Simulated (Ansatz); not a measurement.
Al₁₃N₁₃H₃₀, a nanocrystal cut from zinc blende AlN (hydrogen-capped). Charge 0, multiplicity 1. Geometry r2SCAN-D4/def2-SVP; atoms count from 1.

```xyz
56

Al    0.754    0.553    2.272
Al    2.694    2.030    0.082
Al    3.713   -0.542    1.550
Al    1.021   -2.124    0.694
Al    2.960   -0.637   -1.489
Al   -0.341    3.263    0.788
Al   -2.148    1.839    2.913
Al   -1.805   -0.976    1.352
Al   -2.888    1.739   -0.129
Al    0.005    0.445   -0.755
Al    0.212   -2.280   -2.478
Al   -2.601   -1.137   -1.823
Al   -1.594   -3.717   -0.360
N     2.531    1.026    1.668
N    -0.301    2.177    2.326
N     1.519    3.576    0.282
N    -0.006   -0.501    0.850
N     1.815    0.900   -1.220
N     2.790   -1.562    0.143
N     0.225   -3.096   -0.780
N     2.046   -1.715   -2.836
N    -1.028    2.055   -0.559
N    -2.773    0.698    1.437
N    -2.505   -1.986   -0.145
N    -3.537    0.552   -1.537
N    -0.759   -0.640   -2.146
H     0.812   -0.123    3.704
H     4.097    2.594   -0.400
H     3.754   -1.347    2.923
H     5.085   -0.020    0.894
H     1.103   -3.039    1.987
H     4.384   -0.280   -2.093
H    -1.047    4.685    0.797
H    -2.186    1.066    4.304
H    -2.928    3.236    2.759
H    -1.974   -1.789    2.702
H    -3.793    3.042   -0.191
H    -0.274   -3.066   -3.769
H    -3.306   -1.834   -3.063
H    -1.624   -4.564    0.987
H    -2.170   -4.359   -1.716
H     2.955    1.549    2.448
H     0.074    2.719    3.118
H     1.935    4.196    0.988
H     1.556    4.153   -0.566
H     1.840    1.424   -2.105
H     3.352   -2.425    0.107
H     0.743   -3.985   -0.832
H     2.609   -2.560   -2.995
H     2.094   -1.245   -3.748
H    -1.033    2.591   -1.437
H    -3.722    0.449    1.752
H    -3.449   -2.282    0.143
H    -4.520    0.335   -1.334
H    -3.604    1.067   -2.422
H    -0.761   -0.132   -3.041
```

Single mean-field runs in def2-SVP are fitted with def2-universal-jkfit.

Question: Estimate the Mulliken populations of the heavy atoms from the PBE0/def2-SVP orbitals of Ansatz.

Answer: 
```
atom  charge (e)
 Al1        0.69
 Al2        0.68
 Al3        0.44
 Al4        0.69
 Al5        0.68
 Al6        0.68
 Al7        0.44
 Al8        0.69
 Al9        0.68
Al10        0.79
Al11        0.68
Al12        0.68
Al13        0.44
 N14       -0.78
 N15       -0.78
 N16       -0.51
 N17       -1.04
 N18       -0.78
 N19       -0.78
 N20       -0.78
 N21       -0.51
 N22       -0.78
 N23       -0.78
 N24       -0.78
 N25       -0.51
 N26       -0.78
```
Mulliken values and Mayer orders depend strongly on the basis.

Question: And the Mayer bond orders between bonded heavy atoms (over 0.3)?

Answer: Al1–N14 0.66 (1.94 Å); Al1–N15 0.66 (1.94 Å); Al1–N17 0.66 (1.93 Å); Al2–N14 0.76 (1.88 Å); Al2–N16 0.61 (1.95 Å); Al2–N18 0.63 (1.94 Å); Al3–N14 0.59 (1.97 Å); Al3–N19 0.59 (1.97 Å); Al4–N17 0.66 (1.93 Å); Al4–N19 0.66 (1.94 Å); Al4–N20 0.66 (1.94 Å); Al5–N18 0.63 (1.94 Å); Al5–N19 0.76 (1.88 Å); Al5–N21 0.61 (1.95 Å); Al6–N15 0.76 (1.88 Å); Al6–N16 0.61 (1.95 Å); Al6–N22 0.63 (1.94 Å); Al7–N15 0.59 (1.97 Å); Al7–N23 0.59 (1.97 Å); Al8–N17 0.66 (1.93 Å); Al8–N23 0.66 (1.94 Å); Al8–N24 0.66 (1.94 Å); Al9–N22 0.63 (1.94 Å); Al9–N23 0.76 (1.88 Å); Al9–N25 0.61 (1.95 Å); Al10–N17 0.83 (1.86 Å); Al10–N18 0.74 (1.92 Å); Al10–N22 0.74 (1.92 Å); Al10–N26 0.74 (1.92 Å); Al11–N20 0.76 (1.88 Å); Al11–N21 0.61 (1.95 Å); Al11–N26 0.63 (1.94 Å); Al12–N24 0.76 (1.88 Å); Al12–N25 0.61 (1.95 Å); Al12–N26 0.63 (1.94 Å); Al13–N20 0.59 (1.97 Å); Al13–N24 0.59 (1.97 Å).
